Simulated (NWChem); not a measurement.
System: Si2NH4OCl; SMILES Cl[Si@H]1N[SiH2]O1

NWChem input:

```
start job
memory heap 200 mb stack 900 mb global 1100 mb
geometry units angstroms noautosym nocenter noautoz
  Cl     0.029631    -2.163155     0.379187
  Si    -0.053882    -0.393519    -0.670000
  N     -1.207525     0.759704    -0.088137
  Si     0.094174     1.843192     0.358732
  O      1.172537     0.679397    -0.250655
  H     -0.074161    -0.767255    -2.101517
  H     -2.210166     0.753899     0.037512
  H      0.161367     3.128577    -0.390664
  H      0.269280     2.107280     1.814351
end
basis spherical
  * library 6-31g*
end
dft
  xc pbe0
  iterations 150
end
property
  efieldgrad
end
task dft property
```

Excerpt of the output:

```
             Northwest Computational Chemistry Package (NWChem) 7.3.0
             --------------------------------------------------------

                             Geometry "geometry" -> ""
                             -------------------------

 Output coordinates in angstroms (scale by  1.889725989 to convert to a.u.)

  No.       Tag          Charge          X              Y              Z
 ---- ---------------- ---------- -------------- -------------- --------------
    1 Cl                  17.0000     0.02963100    -2.16315500     0.37918700
    2 Si                  14.0000    -0.05388200    -0.39351900    -0.67000000
    3 N                    7.0000    -1.20752500     0.75970400    -0.08813700
    4 Si                  14.0000     0.09417400     1.84319200     0.35873200
    5 O                    8.0000     1.17253700     0.67939700    -0.25065500
    6 H                    1.0000    -0.07416100    -0.76725500    -2.10151700
    7 H                    1.0000    -2.21016600     0.75389900     0.03751200
    8 H                    1.0000     0.16136700     3.12857700    -0.39066400
    9 H                    1.0000     0.26928000     2.10728000     1.81435100

 Effective nuclear repulsion energy (a.u.)     370.2566378509

                              NWChem Property Module
                              ----------------------

  itol2e modified to match energy
  convergence criterion.

                                 NWChem DFT Module
                                 -----------------

 Summary of "ao basis" -> "ao basis" (spherical)
 ------------------------------------------------------------------------------
       Tag                 Description            Shells   Functions and Types
 ---------------- ------------------------------  ------  ---------------------
 Cl                          6-31g*                  8       18   4s3p1d
 Si                          6-31g*                  8       18   4s3p1d
 N                           6-31g*                  6       14   3s2p1d
 O                           6-31g*                  6       14   3s2p1d
 H                           6-31g*                  2        2   2s

  itol2e modified to match energy
  convergence criterion.

[...]

          -----------------------
          Electric field gradient
          -----------------------

 1 a.u. = 0.324123 10**(16) esu/cm**3  ( or statvolts/cm**2 ) = 0.97174 10**(22) v/m**2

 ------------------------------------------------------------
   Atom      X         Y         Z
 ------------------------------------------------------------
    1 Cl   0.05599  -4.08777   0.71656
 ------------------------------------------------------------

 Electric field gradient in molecular frame (a.u.)
         XX             YY             ZZ             XY             XZ             YZ
 ------------------------------------------------------------------------------------------
        0.804209      -1.113719       0.309510       0.078091      -0.078224       1.304620

 Principal components (a.u.) and orientation
 of principal axis w.r.t. absolute frame                      Asymmetry parameter eta
 --------------------------------------------------------------------------------------
       -1.892435       1.086669       0.805766                       0.148435

       -0.039681      -0.097881       0.994407
        0.859036       0.504980       0.083985
       -0.510376       0.857563       0.064045

 ------------------------------------------------------------
   Atom      X         Y         Z
 ------------------------------------------------------------
    2 Si  -0.10182  -0.74364  -1.26612
 ------------------------------------------------------------

 Electric field gradient in molecular frame (a.u.)
         XX             YY             ZZ             XY             XZ             YZ
 ------------------------------------------------------------------------------------------
       -0.286734      -0.086374       0.373108      -0.049673      -0.033139       0.330278

 Principal components (a.u.) and orientation
 of principal axis w.r.t. absolute frame                      Asymmetry parameter eta
 --------------------------------------------------------------------------------------
        0.548978      -0.307051      -0.241927                       0.118627

       -0.062625       0.857704      -0.510316
        0.464183       0.477682       0.745892
        0.883523      -0.190168      -0.428046

 ------------------------------------------------------------
   Atom      X         Y         Z
 ------------------------------------------------------------
    3 N   -2.28189   1.43563  -0.16655
 ------------------------------------------------------------

 Electric field gradient in molecular frame (a.u.)
         XX             YY             ZZ             XY             XZ             YZ
 ------------------------------------------------------------------------------------------
       -0.457410      -0.067893       0.525303      -0.026933       0.100060      -0.341085

 Principal components (a.u.) and orientation
 of principal axis w.r.t. absolute frame                      Asymmetry parameter eta
 --------------------------------------------------------------------------------------
        0.689821      -0.467688      -0.222133                       0.355969

        0.088775       0.993686       0.068615
       -0.411480      -0.026147       0.911044
        0.907085      -0.109112       0.406560

 ------------------------------------------------------------
   Atom      X         Y         Z
 ------------------------------------------------------------
    4 Si   0.17796   3.48313   0.67791
 ------------------------------------------------------------

[...]
```

Level: PBE0/6-31G* (spherical d). The geometry was optimised at PBE0/def2-SVP. NWChem prints the field gradient with the sign opposite to the second derivative of the potential.
